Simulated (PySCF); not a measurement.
Excitations are Tamm–Dancoff values on a coarser integration grid. The basis has no diffuse functions, so Rydberg states are missing or too high.

Z-matrix (Å, degrees):
```
C
H 1 1.0961
H 1 1.0961 2 105.93
C 1 1.5462 2 110.18 3 119.14
H 4 1.0961 1 110.18 2 -180.00
H 4 1.0961 5 105.93 1 119.14
Si 1 1.8835 2 108.75 3 -116.74
H 7 1.4841 1 111.40 2 57.45
H 7 1.4841 8 108.72 1 -121.16
H 7 1.4841 8 108.72 9 -117.67
Si 4 1.8835 5 108.75 6 116.74
H 11 1.4841 4 111.40 5 -57.45
H 11 1.4841 12 108.72 4 121.16
H 11 1.4841 12 108.72 13 117.67
```
Charge 0, multiplicity 1.

Predict the dipole moment, S1–T1 gap (TDA) and T1 excitation (TDA) from PySCF with PBE-D3(BJ)/def2-TZVP // TPSSh-D3(BJ)/def2-TZVP.


```json
{
  "dipole_moment": "0.00 D",
  "S1–T1 gap (TDA)": "0.36 eV",
  "T1 excitation (TDA)": "6.23 eV"
}
```
